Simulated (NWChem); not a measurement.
Species: SiHOCl3; SMILES [Si](Cl)(O)(Cl)Cl

```xyz
6

O     -1.8906    -0.2066     0.0000
Si    -0.2649    -0.0367     0.0000
Cl     0.3749     0.9839     1.6522
Cl     0.5171    -1.9106     0.0000
Cl     0.3749     0.9839    -1.6522
H     -2.4306     0.5907     0.0000
```
Atoms are numbered in this order, from 1.

Program: NWChem. The geometry was optimised at PBE0/def2-SVP. Level: PBE0/def2-SVP with SMD (1 M gas to 1 M solution), gas-phase geometry. Reactions with the solvent are ignored.

For solvent water:

- cavity-dispersion-structure term (kcal/mol): 1.7
- dipole in solution (D): 2.34

Q: What are these values for solvent n-hexane?

A: The cavity-dispersion-structure term (kcal/mol) comes out as -3.3. The dipole in solution (D) comes out as 1.98.
